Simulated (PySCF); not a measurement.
C9H12, triplet, at a GFN2-xTB geometry (a higher spin typed on purpose: for a closed-shell molecule this is an excited state); DF-SVWN5/3-21G (PySCF).

PySCF was given this input:
```python
from pyscf import gto, scf, dft

mol = gto.Mole()
mol.atom = '''
    C    -2.43845556   -1.58295786   -0.17446421
    C    -1.24197668   -0.71101951   -0.08901651
    C    -1.27777473    0.65544927   -0.09386595
    C    -0.12222693    1.42802585   -0.01122690
    C    -0.11461082    2.90766737   -0.01311012
    C     1.20413069    0.72398135    0.08624695
    C     1.27017564   -0.64099511    0.09329033
    C     2.58762237   -1.35578488    0.19013481
    C     0.09727611   -1.39423723    0.00935944
    H    -2.50076667   -2.23451925    0.70182125
    H    -3.35118623   -0.99580443   -0.24170971
    H    -2.37367139   -2.23740107   -1.04841971
    H    -2.23303238    1.16020278   -0.16406391
    H     0.35266926    3.29325032    0.89901907
    H    -1.12266172    3.30882257   -0.08697113
    H     0.47963376    3.29037146   -0.84942077
    H     2.08845806    1.33660313    0.14945446
    H     3.41073927   -0.64846596    0.24874154
    H     2.60849988   -1.99026061    1.07521912
    H     2.73599768   -1.99315155   -0.68056494
    H     0.12035998   -2.47042296    0.01280766
'''
mol.basis = '3-21g'
mol.spin = 2
mol.verbose = 4
mol.build()

mf = dft.UKS(mol)
mf.xc = 'lda,vwn'
mf.conv_tol = 1e-11
mf = mf.density_fit(auxbasis='def2-universal-jkfit')
mf.kernel()
mf.analyze()
```

It wrote (shortened):

```
PySCF version 2.14.0

[INPUT] verbose = 4
[INPUT] num. atoms = 21
[INPUT] num. electrons = 66
[INPUT] charge = 0
[INPUT] spin (= nelec alpha-beta = 2S) = 2
[INPUT] symmetry False subgroup None
[INPUT] Mole.unit = angstrom
[INPUT] Symbol           X                Y                Z      unit          X                Y                Z       unit  Magmom
[...]
nuclear repulsion = 417.048660571304
number of shells = 69
number of NR pGTOs = 171
number of NR cGTOs = 105
basis = 3-21g
ecp = {}

******** <class 'pyscf.df.df_jk.DFUKS'> ********
method = DFUKS
initial guess = minao
damping factor = 0
level_shift factor = 0
DIIS = <class 'pyscf.scf.diis.CDIIS'>
diis_start_cycle = 1
diis_space = 8
diis_damp = 0
SCF conv_tol = 1e-11
SCF conv_tol_grad = None
SCF max_cycles = 50
direct_scf = False
number electrons alpha = 34  beta = 32
XC library pyscf.dft.libxc version 7.1.2
    S. Lehtola, C. Steigemann, M. J. T. Oliveira, and M. A. L. Marques,  SoftwareX 7, 1–5 (2018)
XC functionals = lda,vwn
    P. A. M. Dirac,  Math. Proc. Cambridge Philos. Soc. 26, 376 (1930)
    F. Bloch,  Z. Phys. 57, 545 (1929)
    S. H. Vosko, L. Wilk, and M. Nusair,  Can. J. Phys. 58, 1200 (1980)
radial grids:
    Treutler-Ahlrichs [JCP 102, 346 (1995); DOI:10.1063/1.469408] (M4) radial grids

becke partition: Becke, JCP 88, 2547 (1988); DOI:10.1063/1.454033
pruning grids: <function nwchem_prune>
grids dens level: 3
symmetrized grids: False
atomic radii adjust function: <function treutler_atomic_radii_adjust>
small_rho_cutoff = 0
Set gradient conv threshold to 3.16228e-06
tot grids = 244760
init E= -345.574061267804

cycle= 1 E= -344.791111609568  delta_E= 0.783  |g|= 0.417  |ddm|= 3.56

cycle= 2 E= -344.726997380346  delta_E= 0.0641  |g|= 0.539  |ddm|= 1.26

cycle= 3 E= -344.887796664313  delta_E= -0.161  |g|= 0.047  |ddm|= 0.733

cycle= 4 E= -344.887165187281  delta_E= 0.000631  |g|= 0.0563  |ddm|= 0.137

cycle= 5 E= -344.889064341049  delta_E= -0.0019  |g|= 0.0146  |ddm|= 0.0868

cycle= 6 E= -344.889177752984  delta_E= -0.000113  |g|= 0.00488  |ddm|= 0.0245

cycle= 7 E= -344.889185388037  delta_E= -7.64e-06  |g|= 0.00359  |ddm|= 0.0132

cycle= 8 E= -344.889193121374  delta_E= -7.73e-06  |g|= 0.000796  |ddm|= 0.00688

cycle= 9 E= -344.889193431011  delta_E= -3.1e-07  |g|= 0.000418  |ddm|= 0.00176

cycle= 10 E= -344.889193530238  delta_E= -9.92e-08  |g|= 9.8e-05  |ddm|= 0.00068

cycle= 11 E= -344.889193535769  delta_E= -5.53e-09  |g|= 4.25e-05  |ddm|= 0.000204

cycle= 12 E= -344.889193537376  delta_E= -1.61e-09  |g|= 9.03e-06  |ddm|= 0.000133

cycle= 13 E= -344.889193537474  delta_E= -9.73e-11  |g|= 8.8e-06  |ddm|= 4.89e-05

cycle= 14 E= -344.889193537531  delta_E= -5.73e-11  |g|= 1.84e-06  |ddm|= 2.58e-05

cycle= 15 E= -344.889193537533  delta_E= -2.27e-12  |g|= 1.26e-06  |ddm|= 4.51e-06

Extra cycle  E= -344.889193537523  delta_E= 1.08e-11  |g|= 3.4e-06  |ddm|= 6.52e-06
converged SCF energy = -344.889193537523  <S^2> = 2.0098601  2S+1 = 3.0065662
**** SCF Summaries ****
Total Energy =                        -344.889193537522544
Nuclear Repulsion Energy =             417.048660571304310
One-electron Energy =                -1294.267821529128469
Two-electron Energy =                  532.329967420301614
Two-electron Coulomb Energy =          582.161368953936289
DFT Exchange-Correlation Energy =      -49.831401533634633
**** MO energy ****
                             alpha | beta                alpha | beta
[...]
To work with the spin densities directly, `use mulliken_meta_spin()` only printing them here.

 ** Mulliken spin pop alpha/beta on meta-lowdin orthogonal AOs **
 ** Mulliken Spin Density (per AO)  **
spin_pop of  0 C 1s       -0.00000
spin_pop of  0 C 2s       -0.00326
spin_pop of  0 C 3s        0.00002
spin_pop of  0 C 2px      -0.00585
spin_pop of  0 C 2py      -0.00547
spin_pop of  0 C 2pz       0.00589
spin_pop of  0 C 3px       0.00011
spin_pop of  0 C 3py       0.00008
spin_pop of  0 C 3pz       0.00079
spin_pop of  1 C 1s       -0.00001
[...]
spin_pop of  6 C 2py      -0.00978
spin_pop of  6 C 2pz      -0.05134
spin_pop of  6 C 3px       0.00008
spin_pop of  6 C 3py       0.00008
spin_pop of  6 C 3pz      -0.00005
spin_pop of  7 C 1s       -0.00000
spin_pop of  7 C 2s        0.00009
spin_pop of  7 C 3s       -0.00001
spin_pop of  7 C 2px       0.00088
spin_pop of  7 C 2py       0.00046
spin_pop of  7 C 2pz       0.00277
spin_pop of  7 C 3px      -0.00001
spin_pop of  7 C 3py      -0.00001
spin_pop of  7 C 3pz       0.00036
spin_pop of  8 C 1s       -0.00002
spin_pop of  8 C 2s        0.01804
spin_pop of  8 C 3s       -0.00005
spin_pop of  8 C 2px       0.01036
spin_pop of  8 C 2py       0.01281
spin_pop of  8 C 2pz       0.60519
spin_pop of  8 C 3px       0.00007
spin_pop of  8 C 3py      -0.00004
spin_pop of  8 C 3pz       0.00577
spin_pop of  9 H 1s        0.03030
spin_pop of  9 H 2s        0.00063
spin_pop of  10 H 1s       -0.00075
spin_pop of  10 H 2s       -0.00001
spin_pop of  11 H 1s        0.03030
spin_pop of  11 H 2s        0.00063
spin_pop of  12 H 1s        0.00030
spin_pop of  12 H 2s       -0.00006
spin_pop of  13 H 1s        0.03827
spin_pop of  13 H 2s        0.00057
spin_pop of  14 H 1s       -0.00047
spin_pop of  14 H 2s       -0.00001
spin_pop of  15 H 1s        0.03827
spin_pop of  15 H 2s        0.00057
spin_pop of  16 H 1s       -0.01274
spin_pop of  16 H 2s        0.00018
spin_pop of  17 H 1s       -0.00087
spin_pop of  17 H 2s       -0.00002
spin_pop of  18 H 1s       -0.00113
spin_pop of  18 H 2s        0.00029
spin_pop of  19 H 1s       -0.00113
spin_pop of  19 H 2s        0.00029
spin_pop of  20 H 1s       -0.01817
spin_pop of  20 H 2s        0.00027
 ** Mulliken Spin Density (per atom)  **
spin density of  0 C =     -0.00769
spin density of  1 C =      0.41432
spin density of  2 C =     -0.07220
spin density of  3 C =      0.55325
spin density of  4 C =     -0.01224
spin density of  5 C =      0.43845
spin density of  6 C =     -0.07609
spin density of  7 C =      0.00454
spin density of  8 C =      0.65213
spin density of  9 H =      0.03093
spin density of  10 H =     -0.00077
spin density of  11 H =      0.03093
spin density of  12 H =      0.00024
spin density of  13 H =      0.03884
spin density of  14 H =     -0.00048
spin density of  15 H =      0.03884
spin density of  16 H =     -0.01256
spin density of  17 H =     -0.00090
spin density of  18 H =     -0.00084
spin density of  19 H =     -0.00084
spin density of  20 H =     -0.01789
 ** Mulliken pop alpha/beta on meta-lowdin orthogonal AOs **
 ** Mulliken pop       alpha | beta **
In total            34.00000 | 32.00000
 ** Mulliken atomic charges   ( Nelec_alpha | Nelec_beta ) **
charge of  0C =     -0.33812  (     3.16521      3.17290 )
charge of  1C =      0.00237  (     3.20598      2.79166 )
charge of  2C =     -0.14327  (     3.03554      3.10774 )
charge of  3C =     -0.00305  (     3.27815      2.72490 )
charge of  4C =     -0.33745  (     3.16261      3.17484 )
charge of  5C =     -0.13857  (     3.28851      2.85006 )
charge of  6C =      0.01683  (     2.95354      3.02963 )
charge of  7C =     -0.34353  (     3.17404      3.16949 )
charge of  8C =     -0.14316  (     3.39764      2.74551 )
charge of  9H =      0.12118  (     0.45488      0.42395 )
charge of  10H =      0.11912  (     0.44006      0.44082 )
charge of  11H =      0.12117  (     0.45488      0.42395 )
charge of  12H =      0.10958  (     0.44533      0.44509 )
charge of  13H =      0.12207  (     0.45839      0.41955 )
charge of  14H =      0.11933  (     0.44009      0.44057 )
charge of  15H =      0.12207  (     0.45839      0.41955 )
charge of  16H =      0.11303  (     0.43720      0.44976 )
charge of  17H =      0.11743  (     0.44084      0.44174 )
charge of  18H =      0.12451  (     0.43733      0.43816 )
charge of  19H =      0.12451  (     0.43733      0.43816 )
charge of  20H =      0.11394  (     0.43408      0.45197 )
Dipole moment(X, Y, Z, Debye):  0.21740, -0.14928,  0.01602
```
